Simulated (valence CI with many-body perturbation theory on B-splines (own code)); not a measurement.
## Ru²³⁺: input, log and results

Computed by relativistic CI+MBPT: three valence electrons over a frozen Dirac-Fock core [Ar], a basis of 6 s, 6 p, 5 d, 5 f, 1 g functions for each j, with the one-electron correlation potential Σ1 (screened to all orders), the two-electron term Σ2, the three-electron term Σ3, Breit, model QED; selected single and double excitations, second order for the rest, scaled by the run's own slope (own B-spline code, finite nucleus).

Command, and the settings that its task file holds:

```sh
python run_cv.py task.json out
```

```
atom Ru  Z=44  mass_number=102  rms_radius_fm=4.4809
core [Ar]
valence 3d3
avg = 1
basis = S
breit = 1
cap = 10000
capref = 1200
cscale = 1
de = 0.0
dress = 0
eps = 2e-08
extrap = 1
h = 0.27
hh = 1
l2 = 3
lcore = 6
maxit = 60
n2 = 4
natural = 1
nlev = 20
nno = [3, 3, 3, 3, 1]
nroot = 26
nsp = [3, 3, 2, 2, 0]
pt2 = 1
qed = 1
rpa = 1
s1 = 1
s2 = 1
s3 = 1
screen = 1
tol = 2e-05
whole = 1
```

It took 15 s on 1 thread of Arm Neoverse V1, on a shared host.

Log. The first blocks belong to the next ion, which gives the ionisation energy. Fields: 2J, parity (1 odd), roots, reference size, generating configurations, candidates as configurations/state functions, variational space P, stored matrix elements, Davidson steps; e2 is the range of second-order energies in hartree. The first line gives the box (bohr), its intervals, the orbitals and the steps of their self-consistent field. Window is the range of levels sought, series limit the energy at which the first omitted orbital would enter, core excitation an estimate of the first excitation out of the core, left out the lowest levels not solved, and shifts from estimates the range by which levels moved from their first estimate, all in cm⁻¹.

```
rmax 4.8 intervals 59 orbitals 40 references ['3d3', '3d2 4s', '3d2 4p'] scf 4 t 0.8
2J=4 par=0 roots 2 ref 42 generators 3 cand 276/276 P 318/318 nnz 0 it 0
2J=4 par=0 roots 2 ref 42 generators 4 cand 15/15 P 333/333 nnz 0 it 0
   second order: generators 7 cand 2/2 e2 -0.00000 -0.00000
2J=6 par=0 roots 2 ref 32 generators 3 cand 238/238 P 270/270 nnz 0 it 0
2J=6 par=0 roots 2 ref 32 generators 6 cand 3/3 P 273/273 nnz 0 it 0
   second order: generators 11 cand 9/9 e2 -0.00000 -0.00000
2J=8 par=0 roots 2 ref 24 generators 2 cand 184/184 P 208/208 nnz 0 it 0
2J=8 par=0 roots 2 ref 24 generators 3 cand 12/12 P 220/220 nnz 0 it 0
   second order: generators 5 cand 0/0 e2 -0.00000 -0.00000
reference levels 431, estimated 19, window 270129 1/cm; series limit 6185730, core excitation 1122195
2J=3 par=0 roots 5 ref 31 generators 4 cand 72/156 P 728/1770 nnz 0 it 3
2J=3 par=0 roots 5 ref 31 generators 4 cand 66/144 P 794/1914 nnz 0 it 3
   second order: generators 5 cand 394/981 e2 -0.00000 -0.00000
2J=5 par=0 roots 5 ref 33 generators 3 cand 98/233 P 727/2042 nnz 0 it 3
2J=5 par=0 roots 5 ref 33 generators 3 cand 72/179 P 799/2221 nnz 0 it 3
   second order: generators 5 cand 767/2106 e2 -0.00001 -0.00000
2J=7 par=0 roots 3 ref 25 generators 2 cand 97/225 P 664/1843 nnz 0 it 3
2J=7 par=0 roots 3 ref 25 generators 2 cand 73/174 P 737/2017 nnz 0 it 4
   second order: generators 3 cand 407/1163 e2 -0.00000 -0.00000
2J=9 par=0 roots 3 ref 18 generators 3 cand 91/198 P 611/1496 nnz 0 it 4
2J=9 par=0 roots 3 ref 18 generators 3 cand 39/73 P 650/1569 nnz 0 it 3
   second order: generators 3 cand 15/46 e2 -0.00000 -0.00000
2J=1 par=0 roots 2 ref 19 generators 2 cand 65/100 P 653/1034 nnz 0 it 0
2J=1 par=0 roots 2 ref 19 generators 2 cand 42/66 P 695/1100 nnz 0 it 0
   second order: generators 2 cand 25/27 e2 -0.00000 -0.00000
2J=11 par=0 roots 1 ref 6 generators 1 cand 52/104 P 437/945 nnz 0 it 0
2J=11 par=0 roots 1 ref 6 generators 1 cand 14/24 P 451/969 nnz 0 it 0
   second order: generators 1 cand 51/74 e2 -0.00000 -0.00000
left out: unestimated 3617704, estimated none, shifts from estimates -1 to 0
operators 1.2
```

The Davidson iterations converged.

No measured spectrum was set against this ion. As an estimate, terms of the open shell hold to 2 to 4 % of their energy, and close levels can change places. Only levels of the ground parity were solved; by the run's estimate the other parity begins above the list, which can be wrong where configurations are misplaced.

```yaml
Valence_energy: -130.746 hartree
Ionisation_energy: "1116 eV (NIST: 1115 ± 4 eV (theoretical))"
Reference_configurations_for_the_orbitals: 3d3, 3d2 4s, 3d2 4p
Radial_orbitals: 40
Box_radius: 4.775 bohr
Largest_variational_space: 2221
Lowest_levels: 3d³ ⁴F_3/2 0.0, 3d³ ⁴F_5/2 23255, 3d³ ⁴F_7/2 43033, 3d³ ⁴F_9/2 57519, 3d³ ⁴P_3/2 66375, 3d³ ⁴P_1/2 75350, 3d³ ²G_7/2 96428, 3d³ ²H_9/2 100570, 3d³ ⁴P_5/2 105320, 3d³ ²D_3/2 [a] 118620, 3d³ ²P_1/2 126750, 3d³ ²H_11/2 136810, 3d³ ²D_5/2 [a] 146190, 3d³ ²G_9/2 152690 cm⁻¹
```

Names give the largest LS component (configuration and term), which can be under half, so a name can repeat, a term be missing and a line seem to break the LS rules; names also repeat where a configuration has a term twice. Letters in brackets count levels of one name in rising energy.
